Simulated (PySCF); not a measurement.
Calculation: PBE0-D4/def2-TZVP in PySCF 2.14.0. Gas-phase values, no solvent. One relaxed conformer stands for a flexible species; it need not be the lowest. Delta-SCF ions had no search for a lower state. 

Reference species (SMILES): `Cl[SiH2]S` (H–S–Si–Cl torsion 70°) (neutral, multiplicity 1).

| Property | Value |
|---|---|
| vertical ionisation energy (Delta-SCF) | 10.18 eV |
| S1 oscillator strength | 0.002 |

Changed species: `[SiH3]O[SiH2]Cl` (Si–O–Si–Cl torsion 41°) (X = siloxy; the reference has X = mercapto).

Q: Give the shifts of the vertical ionisation energy (Delta-SCF) and S1 oscillator strength.

A: the vertical ionisation energy (Delta-SCF) rises by 0.58 eV, to 10.76 eV; the S1 oscillator strength hardly moves.
